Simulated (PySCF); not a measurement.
# Two-component Hartree-Fock for Yb⁶⁴⁺ (ytterbium, charge +64)

Start: [He] 2s2 2p2; 2p1/2 filled at m_j = -1/2, +1/2. Calculated with PySCF 2.14 in an uncontracted even-tempered set (17 s from 48 bohr⁻², ratio 2.4; 13 p from 62 bohr⁻², ratio 2.4; 5 d from 200 bohr⁻², ratio 2.6; 4 f from 310 bohr⁻², ratio 2.6): generalised Hartree-Fock with the X2C-1e Hamiltonian and a Gaussian nucleus; one run each with spin-orbit coupling (SO) switched off, then screened by Boettger's factors.

| spinor shell | electrons | ε, spin-free (eV) | ε, screened SO (eV) | weight of nominal j (screened SO) | rms radius, screened SO (bohr) |
| --- | --- | --- | --- | --- | --- |
| 1s1/2 | 2 | -68521.9 | -68462.8 | 1.000 | 0.0222 |
| 2s1/2 | 2 | -16482.8 | -16464.7 | 1.000 | 0.0868 |
| 2p1/2 | 2 | -15457.7 | -16217.3 | 1.000 | 0.0733 |

| quantity | spin-free | screened SO |
| --- | --- | --- |
| E (hartree) | -7631.28736 | -7689.16259 |
| M_J | 0 | 0 |
| ⟨J²⟩ | 2.000 | 0.000 |
| ⟨L²⟩ | 2.000 | 1.333 |
| ⟨S²⟩ | 2.000 | 1.333 |

Breit and QED terms are absent; they matter most for the inner s and p1/2 levels.

Densities and radii are taken from the X2C orbitals without a picture-change correction, which distorts them close to the nucleus.

Without spin-orbit coupling the j labels of p, d and f shells carry no meaning; the spin-free column gives the mean over the occupied spinors of each nl shell.
